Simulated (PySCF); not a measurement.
## Polarisability and C₆ of S³⁺ (sulfur, charge +3)

[Ne] 3s2 3p1, 2P determinant. Calculation: PySCF 2.14, in aug-cc-pCVQZ-DK; scalar relativity by spin-free X2C-1e. Coupled (time-dependent) response in atomic units; α is the mean over directions.

| method | mean α (bohr³) | α xx, yy, zz | C₆ (like pair) | S(−4) |
| --- | --- | --- | --- | --- |
| UHF | 5.535 | 5.799, 5.006, 5.799 | 14.97 | 14.87 |
| PBE | 5.298 | 5.527, 4.839, 5.527 | 14.05 | 13.28 |

S(−4) is the Cauchy moment in α(ω) = α(0) + S(−4) ω² + …

α(iu) at UHF:

| u (hartree) | α(iu) (bohr³) |
| --- | --- |
| 0 | 5.535 |
| 0.0500 | 5.498 |
| 0.100 | 5.391 |
| 0.200 | 5.009 |
| 0.300 | 4.493 |
| 0.500 | 3.412 |
| 0.750 | 2.358 |
| 1.00 | 1.672 |
| 1.50 | 0.9468 |
| 2.00 | 0.6136 |
| 3.00 | 0.3325 |
| 5.00 | 0.1599 |

A single London oscillator, α(iu) = α/(1 + u²/ω²), gives C₆ = (3/4) ω α². Matching the computed C₆ needs ω = 4 × 14.97 / (3 × 5.535²) = 0.652 hartree.

For an ion, C₆ is the dispersion term alone; charge-induced terms of lower order in 1/R come first.

The components differ because the open shell of this determinant is not spherical; for a pure term their mean is the scalar polarisability.
